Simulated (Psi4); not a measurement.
sulfur monoxide (OS), triplet, geometry from GFN2-xTB; CAM-B3LYP/pcseg-1 run with Psi4 1.11.

Here is a job for Psi4.
```
memory 2 GB

molecule mol {
0 3
O    -0.000000   -0.000000   -0.978011
S     0.000000    0.000000    0.489005
}

set {
  basis pcseg-1
  reference uks
  dft_radial_scheme becke
}

energy('cam-b3lyp')
print_variables()
```

Output, abridged:

```
   => Loading Basis Set <=

    Name: PCSEG-1
    Role: ORBITAL
    Keyword: BASIS

         ---------------------------------------------------------
                                   SCF
               by Justin Turney, Rob Parrish, Andy Simmonett
                          and Daniel G. A. Smith
                              UKS Reference
         ---------------------------------------------------------

  ==> Geometry <==

    Molecular point group: c2v
    Full point group: C_inf_v

    Geometry (in Angstrom), charge = 0, multiplicity = 3:

       Center              X                  Y                   Z               Mass
    ------------   -----------------  -----------------  -----------------  -----------------
         O            0.000000000000     0.000000000000    -0.977829629893    15.994914619570
         S            0.000000000000     0.000000000000     0.489186370107    31.972071174400

  Running in c2v symmetry.

  Rotational constants: A = ************  B =      0.73471  C =      0.73471 [cm^-1]
  Rotational constants: A = ************  B =  22026.08088  C =  22026.08088 [MHz]
  Nuclear repulsion =   46.171741116497714

  Charge       = 0
  Multiplicity = 3
  Electrons    = 24
  Nalpha       = 13
  Nbeta        = 11

  ==> Algorithm <==

  SCF Algorithm Type is DF.
  DIIS enabled.
  MOM disabled.
  Fractional occupation disabled.
  Guess Type is SAD.
  Energy threshold   = 1.00e-06
  Density threshold  = 1.00e-06
  Integral threshold = 1.00e-12

  ==> Primary Basis <==

  Basis Set: PCSEG-1
    Blend: PCSEG-1
    Number of shells: 14
    Number of basis functions: 32
    Number of Cartesian functions: 34
    Spherical Harmonics?: true
    Max angular momentum: 2

  ==> DFT Potential <==

   => LibXC <=

    Version 7.1.2
    S. Lehtola, C. Steigemann, M. J. T. Oliveira, and M. A. L. Marques,  SoftwareX 7, 1–5 (2018) (10.1016/j.softx.2017.11.002)

   => Composite Functional: CAM-B3LYP <=

    CAM-B3LYP Hyb-GGA Exchange-Correlation Functional

    T. Yanai, D. P. Tew, and N. C. Handy,  Chem. Phys. Lett. 393, 51 (2004) (10.1016/j.cplett.2004.06.011)

    Deriv               =              1
    GGA                 =           TRUE
    Meta                =          FALSE

    Exchange Hybrid     =           TRUE
    MP2 Hybrid          =          FALSE

   => Exchange Functionals <=

    0.3500         Becke 88 [omega = 0.3300]
    0.4600   Short-range recipe for B88 functional - erf [omega = 0.3300]

   => Exact (HF) Exchange <=

[...]
   @S^2 Expected:                2.000000000E+00
   @S^2 Observed:                2.007713521E+00
   @S   Expected:                1.000000000E+00
   @S   Observed:                1.000000000E+00

    Orbital Energies [Eh]
    ---------------------

    Alpha Occupied:

[...]
       3B2    -0.324290

    Alpha Virtual:

[...]
      16A1     2.950102

    Beta Occupied:

[...]
    Beta Virtual:

[...]
    Final Occupation by Irrep:
             A1    A2    B1    B2
    DOCC [     7,    0,    2,    2 ]
    SOCC [     0,    0,    1,    1 ]
    NA   [     7,    0,    3,    3 ]
    NB   [     7,    0,    2,    2 ]

  @DF-UKS Final Energy:  -473.31187089726052

   => Energetics <=

    Nuclear Repulsion Energy =             46.1717411164977136
    One-Electron Energy =                -744.4769973018853761
    Two-Electron Energy =                 250.9886756884549470
    DFT Exchange-Correlation Energy =     -25.9952904003278782
    Empirical Dispersion Energy =           0.0000000000000000
    VV10 Nonlocal Energy =                  0.0000000000000000
    Total Energy =                       -473.3118708972605759

  UHF NO Occupations:
  HONO-2 :    2 B1 1.9986019
  HONO-1 :    3 B2 1.0000000
  HONO-0 :    3 B1 1.0000000
  LUNO+0 :    4 B1 0.0013981
  LUNO+1 :    4 B2 0.0013981
  LUNO+2 :    8 A1 0.0007957
  LUNO+3 :    9 A1 0.0002168

Computation Completed

Properties will be evaluated at   0.000000,   0.000000,   0.000000 [a0]

Properties computed using the SCF density matrix

 Multipole Moments:

 ------------------------------------------------------------------------------------
     Multipole            Electronic (a.u.)      Nuclear  (a.u.)        Total (a.u.)
 ------------------------------------------------------------------------------------

 L = 1.  Multiply by 2.5417464519 to convert [e a0] to [Debye]
 Dipole X            :          0.0000000            0.0000000            0.0000000
 Dipole Y            :          0.0000000            0.0000000            0.0000000
 Dipole Z            :          0.6512084            0.0082106            0.6594190
 Magnitude           :                                                    0.6594190

 ------------------------------------------------------------------------------------

  Variable Map:
  ----------------------------------------------------------------------------
[...]
  Array Variable Map:
  ----------------------------------------------------------------------------
[...]
[...]
```
